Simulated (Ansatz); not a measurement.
This geometry of FH5HfO4 (11 atoms, charge 0, multiplicity 1) is a first-order saddle point.

Theory: Ansatz, RKS B3LYP/def2-SVP.

```xyz
11
Properties=species:S:1:pos:R:3
Hf 0.172 0.166 0.013
F -0.662 0.607 2.117
O 1.568 -0.101 -1.309
H 2.139 -0.553 -1.932
O -1.081 1.380 -0.823
H -1.629 1.846 -1.454
O -0.533 -1.634 0.216
H -1.124 -2.298 0.572
O 1.419 1.055 1.460
H 2.283 1.455 1.588
H 0.351 0.969 2.185
```

Question: Which two structures does it join? (They come from a converged band through this point; their orientation in space is the band's.)

Answer: Bonds broken: O9–H11. Bonds formed: F2–H11.

Initial state:

```xyz
11
Properties=species:S:1:pos:R:3
Hf -0.126 -0.008 0.277
F -0.344 -0.105 2.221
O 1.758 -0.184 -0.397
H 2.125 -0.864 -0.972
O -1.251 1.291 -0.624
H -1.672 2.001 -1.106
O -0.821 -1.736 -0.262
H -1.304 -2.535 -0.470
O 1.208 1.806 1.125
H 2.054 1.493 0.753
H 1.278 1.732 2.089
```

Final state:

```xyz
11
Properties=species:S:1:pos:R:3
Hf 0.257 0.157 -0.042
F -0.803 0.779 2.042
O 1.664 -0.138 -1.346
H 2.126 -0.494 -2.105
O -0.987 1.357 -0.917
H -1.737 1.896 -1.168
O -0.460 -1.618 0.283
H -1.041 -2.295 0.633
O 1.403 0.986 1.462
H 2.322 1.228 1.604
H 0.158 1.032 2.189
```

Question: How far does it lie above each of them?

Answer: 17.3 kcal/mol above the first and 0.2 kcal/mol above the second. This is the barrier of this one path; another mechanism may lie lower. The orbitals stay closed-shell, which can raise the energy where a bond breaks towards radicals; this wasn't checked here.

Run time: 3.6 min on 4 threads of Arm Neoverse V2 (shared host), peak memory 0.32 GiB.
